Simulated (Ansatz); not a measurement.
Relaxation of ClH$_{3}$S$_{2}$Si (7 atoms, charge 0, multiplicity 1), to a largest force component of 0.02 eV/Å in at most 50 steps.

Computed with Ansatz, RKS PBE0/def2-SVP.

```xyz
7
Properties=species:S:1:pos:R:3
S -0.699 1.253 -1.416
Si -0.012 0.073 0.154
S 1.872 -0.702 -0.383
Cl -1.229 -1.462 0.465
H -1.977 1.444 -0.943
H 0.080 0.874 1.409
H 2.027 -1.548 0.668
```

Where does it end, and by what steps?

The run converged. After 5 steps the energy has fallen by 0.196 eV; H7 moved furthest, 0.19 Å.

| step | energy less start (eV) | largest force component (eV/Å) | accepted |
| --- | --- | --- | --- |
| 0 | 0.0000 | 1.463 | yes |
| 1 | -0.0911 | 0.799 | yes |
| 2 | -0.1855 | 0.338 | yes |
| 3 | -0.1929 | 0.154 | yes |
| 4 | -0.1958 | 0.040 | yes |
| 5 | -0.1961 | 0.019 | yes |

```xyz
7
Properties=species:S:1:pos:R:3
S -0.683 1.199 -1.493
Si -0.042 0.008 0.152
S 1.869 -0.701 -0.466
Cl -1.355 -1.546 0.539
H -1.837 1.558 -0.887
H 0.025 0.783 1.419
H 2.084 -1.369 0.690
```

The run took 14 s on 2 threads of Arm Neoverse V1, with other jobs on the host, peak memory 0.18 GiB.
